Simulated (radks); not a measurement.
Problem. The sulfur ion S13+, [He] 2s1. Calculated with a radial shooting solver on a logarithmic mesh with Libxc functionals: non-relativistic Kohn-Sham, r2SCAN, spin-polarised, spherical densities, point nucleus; meta-GGA in the generalised Kohn-Sham scheme. Every spin shell is full or empty, so the densities are truly spherical. Functionals are evaluated on that one density, not self-consistently. Rank these orbital-free kinetic functionals by their error against the exact value of the orbitals, and give that value: Thomas-Fermi, TF + vW, TF + vW/9, LC94, APBEK, Perdew 92, Pearson, LKT, PG1, Ernzerhof.

Solution. Exact: 271.964 hartree. From best to worst, with 100 (|E| - |E exact|)/|E exact| (equal figures are ties): APBEK +0.19, LC94 +0.24, TF + vW/9 +0.43, Perdew 92 +0.45, Ernzerhof +3.25, Pearson -4.02, Thomas-Fermi -9.90, PG1 +47.66, LKT +54.86, TF + vW +83.09.
